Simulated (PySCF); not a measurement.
## Correlation energy of Nb (niobium, neutral)

Starting occupation: [Kr] 4d5, 4d5/2 with m_j = -3/2, -1/2, +1/2, +3/2, +5/2. Computed with PySCF 2.14 in x2c-SVPall-2c with one added diffuse shell each of s, p, d type (7s9p7d1f, 76 functions), with X2C-1e with screened-nucleus spin-orbit coupling, Gaussian nucleus. Frozen: [Ar] 3d10; 13 electrons correlated; the 6 highest virtual spinors left out.

MP2 pair energies summed by pair of shells (mhartree):

| pair | energy | share (%) |
| --- | --- | --- |
| 4d-4p | -97.82 | 39.9 |
| 4p-4p | -70.77 | 28.8 |
| 4d-4d | -49.87 | 20.3 |
| 4p-4s | -16.44 | 6.7 |
| 4d-4s | -6.90 | 2.8 |
| 4s-4s | -3.62 | 1.5 |

Total MP2 correlation energy: -245.43 mhartree.

The GHF reference relaxed away from the jj start to a determinant that is no pure jj level (⟨S²⟩ = 8.76, ⟨J²⟩ = 8.75); the energies belong to that determinant.

This basis was not built for core-valence correlation, so the inner-shell part is incomplete.
